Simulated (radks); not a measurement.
The numbers below are computed, except where a source is named.
Correlation energies from several functionals, in hartree. Species: I2+ [Kr] 4d10 5s2 5p3; Sb [Kr] 4d10 5s2 5p3; Ca19+ 1s1. Level of theory: non-relativistic Kohn-Sham, PBE, spin-polarised, spherical densities, point nucleus (a radial shooting solver on a logarithmic mesh with Libxc functionals). Every spin shell is full or empty, so the densities are truly spherical. Functionals are evaluated on that one density, not self-consistently.

functional	I2+	Sb	Ca19+
PW92	-4.9535	-4.8336	-0.059635
VWN5	-4.9755	-4.8551	-0.059550
PZ	-4.9502	-4.8305	-0.060308
Chachiyo	-4.8885	-4.7689	-0.059298
PBEsol	-3.1253	-3.0585	-0.0086813
LYP	-2.6051	-2.5542	0
P86	-3.1331	-3.0653	-0.025001
TPSS	-2.7629	-2.7029	0
revTPSS	-2.7947	-2.7364	0
B95	-3.3841	-3.2835	0
Tao-Mo	-2.6702	-2.6092	0
